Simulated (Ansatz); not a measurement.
`C[O][Ga]([CH3])[NH2]`. The species carries charge 0 and has multiplicity 1. All single points use the PBE0-D4/def2-TZVP geometry. It is one conformer, not always the lowest.

```xyz
13

C    -0.052    1.181    1.951
O    -0.437   -0.004    1.314
Ga   -0.036   -0.344   -0.400
C    -0.641   -2.025   -1.173
N     0.913    0.965   -1.225
H    -0.488    2.074    1.480
H     1.039    1.315    1.971
H    -0.398    1.157    2.990
H    -0.427   -2.847   -0.488
H    -0.157   -2.225   -2.129
H    -1.721   -1.995   -1.330
H     1.213    0.928   -2.184
H     1.192    1.821   -0.777
```

Problem. What is the dipole moment at r2SCAN/def2-TZVPP? (Estimate.)

Solution. Ansatz gave: 1.78 D, with components (0.75, 0.51, -1.53) D in this frame, pointing from negative to positive charge.

Problem. And with PBE, B3LYP, ωB97M-V? (An estimate is asked.)

Solution. Computed: PBE 1.76 D, B3LYP 1.80 D, ωB97M-V 1.80 D.

Problem. Give the Mulliken charges with r2SCAN, PBE, ωB97M-V in def2-TZVPP. (Best estimate.)

Solution. Computed: 
| atom | r2SCAN | PBE | ωB97M-V |
| --- | --- | --- | --- |
| C1 | 0.02 | -0.13 | -0.19 |
| O2 | -0.43 | -0.35 | -0.42 |
| Ga3 | 0.54 | 0.42 | 0.56 |
| C4 | -0.32 | -0.38 | -0.47 |
| N5 | -0.46 | -0.39 | -0.37 |
| H6 | 0.04 | 0.07 | 0.10 |
| H7 | 0.03 | 0.07 | 0.10 |
| H8 | 0.05 | 0.09 | 0.11 |
| H9 | 0.08 | 0.11 | 0.12 |
| H10 | 0.07 | 0.10 | 0.12 |
| H11 | 0.07 | 0.10 | 0.12 |
| H12 | 0.15 | 0.14 | 0.11 |
| H13 | 0.15 | 0.14 | 0.11 |

B3LYP here is the variant with VWN-RPA as its local correlation; programs differ in this.
